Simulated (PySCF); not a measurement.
**Hf²⁺ (hafnium, charge +2) across methods**

[Xe] 4f14 5d1 6p1, one real determinant (an excited configuration). Calculation: PySCF 2.14, in aug-cc-pVDZ-PP with ECP60MDF (5s5p4d2f, 54 functions); scalar relativity through the core potential.

| method | E (hartree) | mean ε 5p β (eV) | mean ε 5d α (eV) | mean ε 6p α (eV) | Σ⟨r²⟩ (bohr²) | ⟨S²⟩ |
| --- | --- | --- | --- | --- | --- | --- |
| PW91 | -47.4812 | -53.635 | -20.575 | -14.352 | 34.53 | 2.000 |
| LDA | -47.2857 | -53.415 | -20.390 | -14.294 | 34.57 | 2.000 |
| r2SCAN | -47.4644 | -54.379 | -20.713 | -14.280 | 34.62 | 2.001 |
| PBE | -47.4575 | -53.554 | -20.506 | -14.314 | 34.54 | 2.000 |
| MN15 | -47.3832 | -56.196 | -22.196 | -14.730 | 34.82 | 2.000 |
| B97-3 | -47.4577 | -55.950 | -21.684 | -14.697 | 34.63 | 2.000 |
| PBE0 | -47.4346 | -55.752 | -21.806 | -14.809 | 34.69 | 2.000 |
| UHF | -47.03735 | -61.231 | -24.998 | -15.859 | 35.73 | 2.001 |
| TPSS | -47.4538 | -53.773 | -20.491 | -14.252 | 34.59 | 2.000 |

⟨L²⟩ = 8.02 against 12 for a pure F term, so this real determinant mixes terms. Energies and moments cover only the electrons outside the core potential. Spin-orbit coupling, absent here, splits the open shell strongly.
